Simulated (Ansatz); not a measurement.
Ansatz (a quantum-chemistry and plane-wave program) input:

Ansatz 0.2 input:
```yaml
crystal:
  periodic: [false, false, false]
  atoms:
    - {symbol: Li, position_ang: [-0.00000000, -0.00000000, -2.05571537]}
    - {symbol: C, position_ang: [-0.00000000, -0.00000000, -0.15006635]}
    - {symbol: N, position_ang: [0.00000000, 0.00000000, 1.00964918]}
basis:
  gaussian:
    orbitals: def2-TZVP
hamiltonian:
  xc: {name: PBE}
relax: {f_tol: 0.003, max_steps: 100}
```

### Question
What final total energy does it print?

### Answer
-100.27400 Eh (PBE/def2-TZVP). The basis has 76 functions.
